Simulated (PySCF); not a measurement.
F³⁺ (fluorine, charge +3) across methods

[He] 2s2 2p2, high-spin 3P determinant. All numbers are calculated (PySCF 2.14, the spin-free X2C one-electron Hamiltonian (Gaussian nucleus), in aug-cc-pVQZ-DK (6s5p4d3f2g, 80 functions)).

| method | E (hartree) | mean ε 2s α (eV) | mean ε 2s β (eV) | mean ε 2p α (eV) | Σ⟨r²⟩ (bohr²) | ⟨S²⟩ |
| --- | --- | --- | --- | --- | --- | --- |
| CAM-B3LYP | -95.5712 | -98.282 | -91.947 | -79.965 | 3.576 | 2.001 |
| PBE | -95.5027 | -93.022 | -87.774 | -75.047 | 3.575 | 2.001 |
| MN15 | -95.5513 | -96.436 | -91.568 | -78.972 | 3.571 | 2.000 |
| r2SCAN | -95.5636 | -94.750 | -88.126 | -76.396 | 3.561 | 2.002 |
| HSE06 | -95.5279 | -96.597 | -89.883 | -78.054 | 3.567 | 2.001 |
| BHandHLYP | -95.5989 | -100.91 | -92.834 | -81.913 | 3.564 | 2.002 |
| LDA | -94.9207 | -92.646 | -87.516 | -74.902 | 3.592 | 2.001 |
| PBE0 | -95.5195 | -97.063 | -90.313 | -78.479 | 3.566 | 2.001 |
| UHF | -95.41203 | -108.36 | -96.227 | -88.108 | 3.558 | 2.003 |
